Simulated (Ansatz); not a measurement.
Hg₃Se₄, relaxed as a singlet with RKS PBE-D4/def2-SVP in Ansatz, starting from the GFN1-xTB geometry. Force threshold 0.02 eV/Å.

In the def2 sets Hg takes a core potential; there is no spin–orbit coupling. Another isomer (singlet) lies 1.07 eV lower at PBE0-D4/def2-TZVP; other spin states weren't run for this one.

Start:

```xyz
7

Hg   -0.251   -1.657   -1.084
Hg    0.596    1.848    1.437
Hg   -1.056    0.460   -2.627
Se    2.116   -0.246    1.673
Se    2.298   -1.120   -0.435
Se   -1.948   -0.752    0.825
Se   -1.754    1.467    0.211
```

| step | energy (eV) | largest force component (eV/Å) | SCF passes |
| --- | --- | --- | --- |
| 1 | -273864.3720 | 0.979 | 24 |
| 2 | -273864.6921 | 0.430 | 31 |
| 3 | -273864.8128 | 0.383 | 31 |
| 4 | -273864.9823 | 0.219 | 28 |
| 5 | -273865.0451 | 0.197 | 28 |
| 6 | -273865.0535 | 0.216 | 22 |
| 7 | -273865.0621 | 0.061 | 23 |
| 8 | -273865.0645 | 0.026 | 22 |
| 9 | -273865.0652 | 0.017 | 22 |
| 10 | -273865.0655 | 0.012 | 23 |
| 11 | -273865.0656 | 0.008 | 24 |

Force components are those of the run's own axes.

End:

```xyz
7

Hg   -0.2263   -1.5315   -0.3796
Hg    0.4509    1.3256    1.2776
Hg   -0.7083    0.5890   -2.8801
Se    2.5514   -0.0989    1.5116
Se    2.2949   -1.0993   -0.6341
Se   -2.4226   -0.7477    0.7050
Se   -1.9401    1.5627    0.3996
```

By distances, no bond broke or formed, bridged metal pairs apart. The bond that changes most is Hg1–Hg3, from 2.74 to 3.31 Å (atoms count from 1). Metal–metal contacts that move far: Hg1–Hg3 2.74 to 3.31 Å.

The force fell under the threshold at step 9, but the optimiser went on. No frequencies were taken in this run, so the end may be a saddle point.

Run time 41 s (4 threads of Arm Neoverse V2 on a shared host).
